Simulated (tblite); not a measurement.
C6H12O3S.
SMILES with atom numbers: `[CH3:1][CH2:2][S@@:3](=[O:4])[C@H:5]([CH3:6])[O:7][C:8]([CH3:9])=[O:10]` (hydrogens: H11, H12, H13 on C1; H14, H15 on C2; H16 on C5; H17, H18, H19 on C6; H20, H21, H22 on C9)

Computed with GFN2-xTB (tblite), gas phase: L-BFGS steps from a force-field or distance-geometry start until the largest atomic force falls under 0.01 eV/Å.

Step 25: E = -936.0965 eV
```
atom  x, y, z in Å  |  force x, y, z in eV/Å
C1     -3.3327    0.8405   -0.4308   -0.008   0.051  -0.069
C2     -1.8081    0.7159   -0.4499   -0.208  -0.009   0.029
S3     -1.4192   -0.6067    0.7718    0.020  -0.134  -0.009
O4     -2.0932   -1.7994    0.2584   -0.042  -0.079   0.107
C5      0.3642   -0.9385    0.2913    0.171   0.000   0.053
C6      0.7762   -2.1584    1.0978    0.028  -0.051  -0.042
O7      1.1943    0.1739    0.5934    0.020   0.049   0.041
C8      2.1629    0.5121   -0.2831    0.101  -0.012  -0.036
C9      3.0426    1.5984    0.2936   -0.147  -0.049  -0.022
O10     2.2882    0.0097   -1.3673   -0.035   0.056   0.146
H11    -3.7738    0.1641   -1.1576    0.060  -0.032  -0.049
H12    -3.7416    0.5438    0.5396    0.166   0.238  -0.063
H13    -3.6557    1.8529   -0.6707    0.034  -0.053   0.064
H14    -1.2945    1.6105   -0.0972   -0.103  -0.027  -0.095
H15    -1.4511    0.4131   -1.4343    0.058   0.120   0.103
H16     0.3915   -1.1418   -0.7821   -0.042  -0.028  -0.073
H17     0.8652   -1.9037    2.1540    0.066   0.041  -0.103
H18     0.0058   -2.9195    0.9942    0.022  -0.005  -0.063
H19     1.7219   -2.5515    0.7272   -0.006  -0.011   0.098
H20     4.0951    1.3959    0.0856   -0.230  -0.050  -0.022
H21     2.8698    1.6604    1.3648    0.047   0.067  -0.041
H22     2.7819    2.5478   -0.1769    0.026  -0.081   0.048
```

Step 26: E = -936.1088 eV
```
atom  x, y, z in Å  |  force x, y, z in eV/Å
C1     -3.3202    0.8548   -0.4386   -0.077  -0.001  -0.068
C2     -1.8023    0.7063   -0.4391   -0.133  -0.011   0.059
S3     -1.4313   -0.6184    0.7868    0.046  -0.105   0.022
O4     -2.1057   -1.8113    0.2766   -0.048  -0.094   0.082
C5      0.3526   -0.9382    0.2963    0.091   0.031   0.005
C6      0.7917   -2.1532    1.0880    0.021  -0.112  -0.007
O7      1.1690    0.1838    0.5912    0.086   0.067   0.040
C8      2.1462    0.5107   -0.2809    0.078   0.066  -0.032
C9      3.0278    1.5964    0.2917   -0.097  -0.039   0.020
O10     2.2751    0.0051   -1.3624   -0.039   0.000   0.107
H11    -3.7586    0.1641   -1.1500    0.012  -0.081  -0.133
H12    -3.7466    0.5830    0.5293    0.168   0.236   0.018
H13    -3.6358    1.8612   -0.7068    0.064  -0.012   0.056
H14    -1.2779    1.5901   -0.0815   -0.077   0.047  -0.061
H15    -1.4316    0.3992   -1.4158    0.031   0.106   0.047
H16     0.3631   -1.1369   -0.7779   -0.009  -0.036  -0.093
H17     0.8773   -1.9128    2.1452    0.078   0.089  -0.019
H18     0.0394   -2.9276    0.9807   -0.062  -0.076  -0.082
H19     1.7420   -2.5278    0.7148    0.051  -0.008   0.055
H20     4.0794    1.3859    0.0871   -0.222  -0.036  -0.057
H21     2.8621    1.6554    1.3636    0.013   0.092  -0.020
H22     2.7738    2.5496   -0.1765    0.025  -0.125   0.059
```

Question: Estimate the geometry and energy of step 27. (The exact step hangs on the optimiser's Hessian estimate; all steps are aligned on step 26, rigid shifts and turns removed.)

Answer: E = -936.1201 eV, largest force 0.259 eV/Å
```
atom  x, y, z in Å  |  force x, y, z in eV/Å
C1     -3.3082    0.8690   -0.4487   -0.104  -0.052  -0.056
C2     -1.7979    0.6953   -0.4251   -0.019  -0.004   0.061
S3     -1.4440   -0.6329    0.8047    0.046  -0.077   0.022
O4     -2.1210   -1.8254    0.2968   -0.019  -0.073   0.070
C5      0.3409   -0.9368    0.3018    0.001   0.015  -0.044
C6      0.8081   -2.1493    1.0774    0.009  -0.123   0.014
O7      1.1434    0.1962    0.5891    0.105   0.018   0.033
C8      2.1291    0.5105   -0.2791    0.001   0.106  -0.007
C9      3.0107    1.5929    0.2903   -0.029  -0.005   0.061
O10     2.2599   -0.0005   -1.3567   -0.026  -0.053   0.043
H11    -3.7413    0.1620   -1.1456   -0.041  -0.092  -0.158
H12    -3.7490    0.6305    0.5192    0.136   0.206   0.078
H13    -3.6106    1.8702   -0.7452    0.078   0.023   0.021
H14    -1.2600    1.5683   -0.0657   -0.071   0.110  -0.008
H15    -1.4112    0.3855   -1.3938   -0.001   0.075  -0.008
H16     0.3321   -1.1321   -0.7740    0.035  -0.029  -0.071
H17     0.8919   -1.9214    2.1359    0.076   0.114   0.042
H18     0.0746   -2.9394    0.9650   -0.095  -0.098  -0.094
H19     1.7647   -2.4992    0.7005    0.090  -0.017   0.019
H20     4.0591    1.3756    0.0874   -0.144  -0.039  -0.089
H21     2.8525    1.6514    1.3620   -0.025   0.103   0.031
H22     2.7658    2.5489   -0.1746   -0.002  -0.108   0.038
```

The energy changes by -0.0113 eV. The first-order estimate −F·Δx gives -0.0157 eV and the mean of the old and new forces, exact on a quadratic surface, -0.0113 eV. The step makes an angle of 79° with the force vector and moves no atom by more than 0.049 Å.

What follows is the cost of the whole relaxation. The run took 1.1 s of wall time on an Arm Neoverse V1 with one thread, on a shared host.
